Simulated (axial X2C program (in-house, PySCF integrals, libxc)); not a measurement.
Potential curves of TaCl, with spin–orbit coupling

Computed with an in-house all-electron X2C program for linear molecules (integrals from PySCF). Two-component (2c) means X2C with spin–orbit coupling and atomic mean-field two-electron Coulomb and Gaunt terms. Basis: Ta dyall-cv3z [13s14p9d7f4g], Cl dyall-av3z [9s8p3d2f] (cores contracted in-house); Gaussian nuclei, density fitting, unrestricted open shells. Masses: Ta 180.948 u, Cl 34.969 u.

State: Ω = 1 (⟨Sz⟩ = 1.97, ⟨Lz⟩ = -0.97 at PBE0). Energies in kJ/mol from the lowest point of each curve. Fits are polynomials in 1 − R0/R over 0.85 to 1.23 times the lowest point R0.

```json
{"R (Å)": "1.9871", "PBE0": "97.49"}
{"R (Å)": "2.0784", "PBE0": "39.45"}
{"R (Å)": "2.1470", "PBE0": "15.08"}
{"R (Å)": "2.2155", "PBE0": "2.92"}
{"R (Å)": "2.2840", "PBE0": "0.00"}
{"R (Å)": "2.3639", "PBE0": "5.15"}
{"R (Å)": "2.4439", "PBE0": "16.90"}
{"R (Å)": "2.5467", "PBE0": "38.36"}
{"R (Å)": "2.6723", "PBE0": "70.11"}
{"R (Å)": "2.8550", "PBE0": "120.37"}
```

One determinant describes the state; a PBE0 search over occupations chose it and may have missed a lower one. Density functionals use the spin component along the axis (collinear). Other states lie close and PBE0, whose exact exchange favours high spin, may order them wrongly; the determinant shown need not be the ground state. The nearest other 2c determinant of the search, Ω = 2, lies 0.09 eV up at the distance of the search. The functionals have no current-density term, which raises determinants with orbital currents, atoms included. With several unpaired electrons one determinant need not be a pure state. Open-shell Ω = 0 determinants with evenly filled partner blocks cannot be reached by this program, so the Ω shown need not be the lowest component.

(1) What are Re and ωe at the PBE0 level?

Answers

(1) At PBE0, 2c: Re = 2.276 Å, ωe ≈ 382 cm⁻¹; Be follows as 0.111 cm⁻¹.
